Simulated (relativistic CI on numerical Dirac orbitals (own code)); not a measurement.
**Os6+: 4f photoemission**

Computed with this model: Dirac-Coulomb-Breit CI, orbitals from a KLI potential per configuration, a model potential for QED, valence Slater integrals scaled by 0.8, multiplet model of photoemission in the sudden approximation; configurations [Xe] 4f14 5d2 → [Xe] 4f13 5d2; 300 K; Lorentzian 0.35 eV and Gaussian 0.5 eV FWHM. Energies are those of the free ion, without screening or charge transfer. The energies are binding energies and can lie tens of eV above those of solids. S is read from ⟨S²⟩ = S(S + 1).

Field parameters in Wybourne normalisation: Td as Oh with Dq negative (B⁴₀ = 21Dq, B⁴₄ = √(5/14) B⁴₀). The field is a parameter set, without covalency.

free ion: ground-state S = 0.92, centroid 143.94 eV. Peaks (eV, height): 142.5 (100), 145.2 (58), 146.6 (17).

Td, 10Dq = -12250 cm⁻¹: ground-state S = 0.97, centroid 144.03 eV. Peaks (eV, height): 142.7 (100), 145.3 (60), 146.8 (13).

Strongest unbroadened transitions for Td, 10Dq = -12250 cm⁻¹:

```tsv
Energy (eV)	Relative strength
142.38	48.7
142.44	97.1
142.57	100.0
142.66	46.6
142.67	84.6
142.73	42.0
142.81	49.0
142.85	99.8
143.17	15.9
145.14	21.4
145.19	67.1
145.21	27.8
145.28	16.8
145.34	22.3
145.38	18.5
145.44	31.4
145.48	36.3
145.54	21.7
```
